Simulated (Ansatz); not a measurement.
Reaction (substitution at a C–C bond): `C[CH2][Zn][F]` + H–F → `F[CH2][Zn][F]` + CH₄

Program: Ansatz. Geometries: PBE0-D4/def2-TZVP. ΔE: electronic, gas phase. CCSD(T)/CBS is the MP2 limit (def2-TZVPP, def2-QZVPP) plus CCSD(T) − MP2 in def2-TZVPP, frozen cores. This one scheme is used for every species. DFT in def2-TZVPP. HSE06 is defined as in plane-wave codes. For Zn outer-core shells are correlated without core-valence functions, which leaves a few kJ/mol of doubt a bond. Scalar relativity is left out up to krypton. Each species was taken in one conformer, which may not be the lowest.

```json
{"level": "LDA (SPW92)", "ΔE (kJ/mol)": "53.2"}
{"level": "HSE06", "ΔE (kJ/mol)": "50.1"}
{"level": "HF/def2-QZVPP", "ΔE (kJ/mol)": "35.0"}
{"level": "CCSD/CBS(def2)", "ΔE (kJ/mol)": "59.0"}
```

(1) What does CCSD(T)/CBS give? (Estimate.)

Largest T1 diagnostic among the species: 0.016.

Answers

(1) Ansatz gave: +60.9 kJ/mol. The listed levels differ from it by -7.7, -10.8, -25.9, -1.9 kJ/mol.

From r2SCAN to r2SCAN0 (25 % exact exchange), in def2-TZVPP and without D4, ΔE moves by +6.3 kJ/mol. In def2-TZVPP, CCSD(T) changes the Hartree–Fock value by +22.8 kJ/mol (the triples alone add +1.9 kJ/mol) and MP2 by +34.2 kJ/mol.
